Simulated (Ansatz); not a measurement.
Born–Oppenheimer molecular dynamics of BFH6N2 (10 atoms, charge 0, multiplicity 1). It starts at the highest image of a converged band. Of that band: The profile has 2 maxima (images 1, 3) with wells between them (image 2): this band takes more than one step, which may be the mechanism or a detour left from its start path. Neighbouring images differ by up to 2.0 eV, so the band resolves the path poorly. A vibrational analysis at the climbing image gives one clearly imaginary mode, 1637i cm⁻¹: a first-order saddle point.

Theory: RKS B3LYP-D4/6-31G* in Ansatz.

```json
{"ensemble": "NVE (velocity Verlet)", "time step": "0.5 fs", "steps asked": "200", "starting velocities drawn for": "100 K", "seed": "11352"}
```

First frame:

```xyz
10
Properties=species:S:1:pos:R:3
B -0.157 0.370 0.024
H -0.379 -0.212 1.405
F 1.073 -0.085 -0.339
N -1.274 0.118 -0.862
H -1.285 -0.812 -1.266
H -2.202 0.342 -0.523
N -0.132 1.815 0.666
H -0.844 2.475 0.359
H 0.788 2.246 0.706
H -0.336 0.851 1.503
```

(1) How far do the bonds stretch over the last three quarters of this one trajectory? (Pairs bonded in most of those frames.)

Results:

(1) 
```csv
bond,mean (Å),spread (Å),shortest,longest
B1–F3,1.360,0.024,1.31,1.40
B1–N4,1.428,0.032,1.37,1.49
B1–N7,1.449,0.061,1.33,1.55
H2–H10,0.745,0.025,0.71,0.78
N4–H5,1.011,0.007,1.00,1.03
N4–H6,1.011,0.010,0.99,1.03
N7–H8,1.018,0.019,0.98,1.05
N7–H9,1.017,0.021,0.98,1.05
```

Mean temperature of the second half: 1849 K. The conserved energy stayed within 0.17 meV per atom of its start (net change 0.013 meV per atom), so the integration is sound. The kinetic energy rose, since the run started high on the potential surface and went downhill. It ends in pieces (BFH4N2 + H2), so much of that is their flight and rotation, not heat. A run of 0.1 ps of so small a system gives no equilibrium averages. The orbitals stay closed-shell, which can raise the energy where a bond breaks towards radicals; this wasn't checked here.

The run took 4 min on 2 threads of Arm Neoverse V1 (shared host), peak memory 0.14 GiB.
